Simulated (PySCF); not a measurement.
Species: C3H13N3Si2.
Structure used (GFN2-xTB), in Å, numbered top down from 1:
```
atom  x, y, z in Å
N1    -0.5474    1.5344   -1.5270
Si2   -0.7580    0.9635    0.0956
N3    -0.5749    2.2060    1.2779
C4    -2.1492   -0.2954    0.4741
C5    -1.1387   -1.4578    0.4112
C6     0.1921   -0.6737    0.4227
N7     1.1809   -1.1695   -0.5032
Si8    2.8548   -0.8601   -0.3225
H9    -0.9377    2.4243   -1.7913
H10   -0.6205    0.8876   -2.2951
H11    0.3437    2.6073    1.3771
H12   -1.2652    2.9395    1.2968
H13   -2.9676   -0.4014   -0.2350
H14   -2.5882   -0.1985    1.4636
H15   -1.2316   -2.0063   -0.5271
H16   -1.2340   -2.1706    1.2288
H17    0.6441   -0.7027    1.4150
H18    0.8154   -1.1923   -1.4440
H19    3.2664    0.5551   -0.3859
H20    3.2284   -1.3812    0.9937
H21    3.4783   -1.5913   -1.4261
```

NICS = −σ at a ghost point: NICS(0) at the centroid of the ring atoms, NICS(1) 1 Å to either side along the normal of their mean plane, zz for the tensor component along that normal. Level: GIAO PBE0/pcSseg-1 (PySCF, non-relativistic, gas phase) on the GFN2-xTB geometry, one conformer.

Ring bond lengths (Å), with Mayer bond orders in brackets: Si2–C4 1.914 (0.87), C4–C5 1.541 (1.01), C5–C6 1.545 (0.98), C6–Si2 1.921 (0.83).

Give the NICS values of each ring in ppm.

| ring | type | NICS(0) | NICS(1), two faces | NICS(1)zz, two faces | rms pucker (Å) | centre to ring atoms, mean (Å) |
| --- | --- | --- | --- | --- | --- | --- |
| Si2–C4–C5–C6 | 4-membered ring with Si; formal bonds all single | -1.7 | -2.5 / -1.1 | 0.5 / 3.0 | 0.08 | 1.22 |

What do they say, and how far can they be read as aromaticity?

- Si2–C4–C5–C6: mean NICS(1)zz 1.8 ppm, near zero. Si2, C4, C5, C6 have four or more neighbours, and the NICS criterion for π rings isn't applied.

Give the inner angles of the rings and the Hirshfeld charges of the ring atoms.

- Si2–C4–C5–C6: Si2 76.4° (+0.432 e), C4 90.7° (-0.184 e), C5 100.5° (-0.078 e), C6 90.3° (-0.075 e); sum 357.8° against 360° for a flat convex ring.
